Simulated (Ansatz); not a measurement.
`[CH3][GeH2][Br]` + H• → `[CH3][GeH][Br]`• + H₂  (hydrogen abstraction from a Ge–H bond)

Calculated with Ansatz (gas phase, PBE0-D4/def2-TZVP geometries, no zero-point term in ΔE). CCSD(T)/CBS adds triple-zeta CCSD(T) − MP2 to the extrapolated MP2 energy (def2 sets, frozen cores). This one scheme is used for every species, atoms too. DFT in def2-TZVPP. Open shells (•) are unrestricted, without spin–orbit coupling. For Br, Ge outer-core shells are correlated without core-valence functions, so the limit isn't a true one: a few kJ/mol of doubt a bond, and 10 to 20 or more in all where bonds break to atoms. Scalar relativity is left out up to krypton.

`[CH3][GeH2][Br]`:

```xyz
8

C    -0.285    0.709    0.756
Ge    0.026   -0.622   -0.622
Br    2.300   -0.652   -1.076
H     0.041    1.688    0.405
H     0.275    0.448    1.655
H    -1.349    0.750    0.997
H    -0.670   -0.278   -1.947
H    -0.338   -2.043   -0.168
```

`[CH3][GeH][Br]`•:

Z-matrix (Å, degrees):
```
C
Ge 1 1.958
H 1 1.092 2 108.7
H 1 1.091 2 109.5 3 119.6
H 1 1.089 2 110.1 3 -119.8
Br 2 2.323 1 107.6 3 58.5
H 2 1.552 1 112.2 3 -57.5
```

H₂:

Z-matrix (Å, degrees):
```
H
H 1 0.746
```

```json
{"level": "LDA (SPW92)", "ΔE (kJ/mol)": "-86.8"}
{"level": "PBE-QIDH", "ΔE (kJ/mol)": "-76.0"}
{"level": "revPBE", "ΔE (kJ/mol)": "-104.2"}
{"level": "PBE0", "ΔE (kJ/mol)": "-85.4"}
{"level": "r2SCANh", "ΔE (kJ/mol)": "-95.3"}
{"level": "BHLYP", "ΔE (kJ/mol)": "-91.9"}
{"level": "CCSD/def2-SVP", "ΔE (kJ/mol)": "-74.7"}
{"level": "MP2/def2-TZVPP", "ΔE (kJ/mol)": "-71.7"}
```

Q: What does CCSD(T)/CBS give? (An estimate is asked.)

A: The calculation gave: -83.7 kJ/mol. The listed levels differ from it by -3.1, 7.7, -20.5, -1.7, -11.6, -8.2, 9.0, 12.0 kJ/mol.

Largest T1 diagnostic among the species: 0.011.

From PBE to PBE0 (25 % exact exchange), in def2-TZVPP and without D4, ΔE moves by +8.5 kJ/mol. Leaving LDA and LC-ωPBE aside and taking each functional with its dispersion term where it has one, the values, not all of them listed here, spread over 34.7 kJ/mol, from BLYP-D4 to PBE-QIDH. LDA lies +7.1 kJ/mol from PBE without D4. In def2-TZVPP, CCSD(T) changes the Hartree–Fock value by −21.7 kJ/mol (the triples alone add +0.4 kJ/mol) and MP2 by −10.2 kJ/mol.
